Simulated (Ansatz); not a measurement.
`[Cl][Hf]([Cl])([Cl])[Br]` + `B[SeH]` → `[Cl][Hf]([Cl])([Cl])[SeH]` + `BBr` at 700 K and 1 bar (redistribution).

Isolated molecules relaxed with PBE0-D4/def2-TZVP in Ansatz; ΔE leaves out vibrations. CCSD(T)/CBS adds triple-zeta CCSD(T) − MP2 to the extrapolated MP2 energy (def2 sets, frozen cores). Elements past krypton have def2 core potentials. For Br, Hf, Se outer-core shells are correlated without core-valence functions, which leaves a few kJ/mol of doubt a bond. Scalar relativity is left out up to krypton. One conformer a species, not always the lowest.

```json
{"species": "`[Cl][Hf]([Cl])([Cl])[Br]`", "CCSD(T)/CBS energy (Eh)": "-4000.86634", "H − E (kJ/mol)": "76.8", "S (J/(mol·K))": "486.7"}
{"species": "`B[SeH]`", "CCSD(T)/CBS energy (Eh)": "-2427.30556", "H − E (kJ/mol)": "113.4", "S (J/(mol·K))": "312.4"}
{"species": "`[Cl][Hf]([Cl])([Cl])[SeH]`", "CCSD(T)/CBS energy (Eh)": "-3828.82210", "H − E (kJ/mol)": "103.4", "S (J/(mol·K))": "530.9"}
{"species": "`BBr`", "CCSD(T)/CBS energy (Eh)": "-2599.32470", "H − E (kJ/mol)": "85.7", "S (J/(mol·K))": "289.3"}
```

H − E and S are ideal-gas, rigid-rotor, harmonic terms from PBE0-D4/def2-TZVP, for one conformer and one mirror image of each species. 1 Eh = 2625.50 kJ/mol, R = 8.31446 J/(mol·K).

Task: By hand: ΔE, ΔH, ΔS and ΔG.

Result: ΔE = (-3828.82210) + (-2599.32470) − (-4000.86634) − (-2427.30556) = 0.02510 Eh = 65.9 kJ/mol. Δ(H − E) = 103.4 + 85.7 − 76.8 − 113.4 = -1.1, so ΔH = 64.8 kJ/mol. ΔS = 530.9 + 289.3 − 486.7 − 312.4 = 21.1 J/(mol·K). ΔG = 64.8 − 700 × (21.1)/1000 = 50.0 kJ/mol.

Task: By hand: the equilibrium constant, and the temperature at which ΔG would vanish if ΔH and ΔS stayed fixed.

Result: log₁₀ K = −ΔG/(RT ln 10) = -3.7. ΔG = 0 at ΔH/ΔS = 3071 K, far beyond where these terms or the molecules hold.

ΔH outweighs TΔS. A doubt of 5 kJ/mol in ΔE shifts log₁₀ K by 0.4 here. Other conformers and mirror images would add mixing entropy, several J/(mol·K) or more a flexible species. These are equilibria of isolated gas molecules and say nothing of rates. Largest T1 diagnostic: 0.014 (customary marks: 0.02 for closed shells, 0.045 for open ones).
